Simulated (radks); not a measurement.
The silicon anion Si4-, [Ar], held by a Watson sphere: a shell of charge +4 at radius R that stands for the Madelung well of a crystal (potential energy -4/R inside, -4/r outside, in hartree with lengths in bohr). Method: scalar-relativistic Kohn-Sham, r2SCAN, spin-polarised, spherical densities, finite nucleus; meta-GGA in the generalised Kohn-Sham scheme; Fermi nuclear charge, rms radius of each element as measured or else 0.836 A^(1/3) + 0.57 fm; computed with a radial shooting solver on a logarithmic mesh with Libxc functionals.

| R (bohr) | e(2p) (eV) | e(3s) (eV) | e(3p) (eV) | <r> 3p (bohr) | sum of <r^2> (bohr^2) | X-ray form factor at sin(theta)/lambda = 0.2 1/angstrom |
|---|---|---|---|---|---|---|
| 1.99 | -94.960 | -16.115 | -8.277 | 2.376 | 51.97 | 10.288 |
| 2.83 | -93.953 | -12.899 | -6.595 | 2.827 | 71.00 | 9.601 |
| 3.24 | -94.140 | -11.713 | -5.838 | 3.050 | 81.50 | 9.456 |
| 4.59 | -94.585 | -9.309 | -3.992 | 3.805 | 121.5 | 9.463 |

Estimate the row for R = 2.63 bohr.

Answer. e(2p) (eV) -93.916; e(3s) (eV) -13.571; e(3p) (eV) -6.990; <r> 3p (bohr) 2.718; sum of <r^2> (bohr^2) 66.14; X-ray form factor at sin(theta)/lambda = 0.2 1/angstrom 9.714.
